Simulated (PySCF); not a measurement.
An unknown gives this computed stick spectrum. Computed, not measured: TDDFT CAM-B3LYP/def2-SVPD, vertical, gas phase, core orbitals frozen in the response (PySCF). Geometries: PBE0-D3(BJ)/def2-SVP, one conformer each. The highest level found (7.48 eV, f 0.0000 so far) is left out, since the window may have cut off a degenerate partner.

```
state  E (eV)       f        main configurations (H = HOMO, L = LUMO)
   S1    7.26  0.0000                        H-2/H-1/H→L+1/L+2 (≥84%)
   S2    7.26  0.0000  H-2/H-1/H→L+3 (≥45%), H-2/H-1/H→L+1/L+2 (≥39%)
   S3    7.27  0.0000  H-2/H-1/H→L+3 (≥42%), H-2/H-1/H→L+1/L+2 (≥42%)
   S4    7.30  0.0000  H-2/H-1/H→L+1/L+2 (≥44%), H-2/H-1/H→L+3 (≥29%)
   S5    7.30  0.0000  H-2/H-1/H→L+1/L+2 (≥49%), H-2/H-1/H→L+3 (≥16%)
   S6    7.42  0.0086                        H-2/H-1/H→L+1/L+2 (≥80%)
   S7    7.42  0.0086  H-2/H-1/H→L+1/L+2 (≥39%), H-2/H-1/H→L+3 (≥36%)
   S8    7.42  0.0086  H-2/H-1/H→L+1/L+2 (≥45%), H-2/H-1/H→L+3 (≥43%)
```

Problem. Which structure fits? All have the formula C8H8.
A. `C=CC#CC=C1CC1`
B. `C12C3C4C1C1C2C3C41`
C. `C1C(C#C)(CC1)C#C`

Solution. B. Its S1, at 7.26 eV, is the highest among the candidates; the nearest of the others has S1 at 6.32 eV. Löwdin shares by element: HOMO (one of a set within 0.03 eV) carbon 47% or more (atoms not listed hold the other 53%); LUMO hydrogen 26% or more (atoms not listed hold the other 74%). At the same level the other candidates give, for their lowest levels:
- `C#CC1(C#C)CCC1`: 6.32 eV (f 0.001); 6.41 eV (f 0.000); 6.62 eV (f 0.005); 6.67 eV (f 0.001); 6.68 eV (f 0.017); HOMO -8.86, LUMO 1.30 eV
- `C=CC#CC=C1CC1`: 4.60 eV (f 0.622); 4.81 eV (f 0.000); 5.73 eV (f 0.001); 6.19 eV (f 0.000); 6.32 eV (f 0.000); HOMO -7.43, LUMO -0.36 eV

Orbitals of the list HOMO-3 to LUMO+2 that lie within 0.01 eV of each other are written together with a slash and their weights summed (≥ marks a lower bound); for degenerate orbitals outside that list single weights are arbitrary.
